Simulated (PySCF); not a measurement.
Spinor energies of W³⁺ (tungsten, charge +3)

Start: [Xe] 4f14 5d2 6p1; 5d5/2 filled at m_j = +3/2, +5/2; 6p3/2 filled at m_j = +3/2. Calculated with PySCF 2.14 in x2c-TZVPall-2c (11s11p10d2f, 108 functions): generalised Hartree-Fock with the X2C-1e Hamiltonian and a Gaussian nucleus; spin-orbit coupling (SO) screened by Boettger's factors. This is a chosen level, not necessarily the ground level.

```csv
spinor shell,electrons,"ε, screened SO (eV)",weight of nominal j (screened SO),"rms radius, screened SO (bohr)"
1s1/2,2,-69914.3,1.000,0.0208
2s1/2,2,-12235.0,1.000,0.0838
2p1/2,2,-11680.5,1.000,0.0713
2p3/2,4,-10322.1,1.000,0.0787
3s1/2,2,-2906.3,1.000,0.214
3p1/2,2,-2659.7,1.000,0.206
3p3/2,4,-2361.0,1.000,0.221
3d3/2,4,-1950.5,1.000,0.195
3d5/2,6,-1886.1,1.000,0.199
4s1/2,2,-659.44,1.000,0.478
4p1/2,2,-555.84,1.000,0.487
4p3/2,4,-485.98,1.000,0.519
4d3/2,4,-315.24,1.000,0.544
5s1/2,2,-127.94,1.000,1.14
5p1/2,2,-93.358,0.984,1.24
5p3/2,4,-83.221,0.973,1.33
4f5/2,6,-85.923,0.980,0.671
4f7/2,8,-83.796,0.987,0.669
5d5/2,2,-41.825,0.819,1.84
6p3/2,1,-25.030,1.000,3.44
```

Where does 4d5/2 lie, and what is the 4d spin-orbit splitting (screened SO)?

At -302.12 eV, 13.117 eV above 4d3/2.

| quantity | screened SO |
| --- | --- |
| E (hartree) | -16147.41896 |
| M_J | 11/2 |
| ⟨J²⟩ | 35.757 |
| ⟨L²⟩ | 20.452 |
| ⟨S²⟩ | 3.772 |

Each row is a mean over spinors that exchange with the open shell spreads, by up to 6.577 eV (5p3/2).

Rows whose weight is well below 1 are mixtures of j = l ± 1/2: exchange outweighs spin-orbit coupling there, and the label is only the starting occupation.

Breit and QED terms are absent; they matter most for the inner s and p1/2 levels.

Densities and radii are taken from the X2C orbitals without a picture-change correction, which distorts them close to the nucleus.
